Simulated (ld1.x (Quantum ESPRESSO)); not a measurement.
# Transferability test, TM potential for Re

```
Element                 : Re (Z = 75)
Generator               : ld1.x (Quantum ESPRESSO) 7.5
Type                    : norm-conserving Troullier–Martins (Kleinman–Bylander form)
Functional              : LDA (PZ)
Relativity              : scalar-relativistic
Frozen core             : [Xe] 4f14
Valence charge          : 7
Reference configuration : 5d5 6s1.75 6p0.25
Partial waves           : 6s (bound): rc 2.50 bohr; 6p (bound): rc 2.75 bohr; 5d (bound): rc 2.35 bohr; 5f channel at -0.1 Ry: rc 2.10 bohr
Local potential         : all-electron potential smoothed inside 2.30 bohr (lloc = -2)
Core correction         : none
```

Energies are relative to the spin-unpolarised reference configuration 5d5 6s1.75 6p0.25; without spin polarisation the order of configurations can differ from experiment. Spin-polarised rows fill each open shell by Hund’s rule, majority spin first.

| valence configuration | charge | ΔE all-electron (eV) | error AE − PS (meV) |
| --- | --- | --- | --- |
| 5d5 6s2 6p0 | 0 | -1.188 | +0.5 |
| 5d5 6s1 6p0 | +1 | 8.328 | +0.9 |
| 5d5 6s0 6p0 | +2 | 25.008 | +21 |
| 5d5.5 6s1.5 6p0 | 0 | -0.796 | -7.4 |
| 5d4 6s2 6p1 | 0 | 3.932 | -17 |
| 5d5 6s0 6p2 | 0 | 8.861 | +11 |
| 5d5 6s0 6p1 | +1 | 14.236 | +20 |
| 5d5 6s1.75 6p0.25 (spin-polarised) | 0 | -3.437 | +3337 |
| 5d5 6s2 6p0 (spin-polarised) | 0 | -4.300 | +3208 |

Levels in the configuration 5d5 6s0 6p0:

| level | all-electron (eV) | pseudo (eV) |
| --- | --- | --- |
| 5d | -21.727 | -21.663 |
